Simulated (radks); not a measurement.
Task: Coherent X-ray form factor from a spherical all-electron density. Calculated with a radial shooting solver on a logarithmic mesh with Libxc functionals: scalar-relativistic Kohn-Sham, PBEsol, spin-polarised, spherical densities, finite nucleus; Fermi nuclear charge, rms radius of each element as measured or else 0.836 A^(1/3) + 0.57 fm.

sin(theta)/lambda (1/angstrom),f0 (electrons)
0.05,66.734
0.1,63.846
0.15,60.515
0.2,57.081
0.25,53.606
0.3,50.193
0.4,43.963
0.5,38.736
0.6,34.373
0.8,27.505
1,22.578
1.25,18.573
1.5,16.070
2,12.564

The species is in the configuration that NIST lists as its ground one. Which atom or ion scatters so?

Result: Neutral erbium, [Xe] 4f12 6s2. Extrapolating in s^2 from the first two rows gives f0(0) = 67.7, near the electron count 68; among species with that count, the fall with angle is slower the higher Z, and the table is that of Z = 68; from so few rows the species is fixed only to a neighbour or two.
